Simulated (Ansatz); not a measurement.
Single points on Cd7⁺.

```yaml
crystal:
  periodic: [false, false, false]
  atoms:
    - {symbol: Cd, position_ang: [-0.648707, 2.366712, -2.290505]}
    - {symbol: Cd, position_ang: [1.967908, -2.593323, -0.830461]}
    - {symbol: Cd, position_ang: [-1.914679, 1.712917, 0.390359]}
    - {symbol: Cd, position_ang: [1.081756, -0.131774, -2.374271]}
    - {symbol: Cd, position_ang: [-1.850823, -0.156454, 2.791247]}
    - {symbol: Cd, position_ang: [0.122581, -2.095818, 1.524936]}
    - {symbol: Cd, position_ang: [1.241974, 0.897740, 0.788685]}
basis:
  gaussian: {orbitals: def2-TZVP, initial_orbitals: start.molden}
total_charge: 1
magnetization: {spin_polarized: true, initial_magnetization: 1}
hamiltonian: {xc: pbe0}
scf: {omitted_lower_state_checks: [starts]}
output: {orbitals: {seedname: orbitals}}
```

The file start.molden holds the orbitals of an earlier run on this structure, at another level or in another basis.

```sh
$ ansatz run in.yaml --threads 4 --pin off --events-out ev --progress --plain --max-ram 4787MiB
```

Shortened log:

```
Functional definition: PBE0
2646 factors; integrals over basis functions are off by at most 4.9e-4 eV
mean field evaluation 1: about -31952.0231 eV, gradient 3.2e1 eV
mean field evaluation 2: about -31952.4034 eV, gradient 6.1e-1 eV
mean field evaluation 4: about -31952.7897 eV, gradient 1.1e-2 eV
mean field evaluation 8: about -31952.7897 eV, gradient 8.9e-6 eV
mean field -31952.78968627 eV, -1174.2433625918 hartree, gradient 9.2e-6 eV, S^2 0.766956; 0 other end points of the search recorded, 0 dependent functions left out
reference -31952.78972485 eV, -1174.2433640095 hartree; 70, 69 occupied and 210, 211 virtual orbitals, 2646 factors
Total energy: -31952.78972485 eV, -1174.2433640095 hartree
Checks for a lower state left out: starts
```

Hardware: 4 threads of Arm Neoverse V2 on a shared host. Wall time 28 s, peak host memory 1.8 GiB.

The first input with `hamiltonian: {xc: pbe}`, `correlation: {method: rpa}` and without the key `output` (abridged; 58 s):

```
Functional definition: PBE
mean field -31955.47748009 eV, -1174.3421371926 hartree, gradient 1.6e-6 eV, S^2 0.753079
Total energy: -31901.85329316 eV, -1172.3714846708 hartree
Checks for a lower state left out: starts
```

The first input with `hamiltonian: {xc: {name: B3LYP}}` (abridged; 25 s):

```
Functional definition: B3LYP
mean field -31965.34722984 eV, -1174.7048438059 hartree, gradient 4.5e-5 eV, S^2 0.758574
Total energy: -31965.34752154 eV, -1174.7048545259 hartree
Checks for a lower state left out: starts
```

Geometry: PBE/def2-SVP.

In the def2 sets Cd takes a core potential; there is no spin–orbit coupling. B3LYP takes the VWN-RPA correlation. Correlated methods freeze no core orbitals; core or outer-core shells of Cd are correlated, in sets that lack core-valence functions. Another isomer (doublet) lies 0.05 eV lower at PBE0/def2-TZVP; other spin states weren't run for this one.
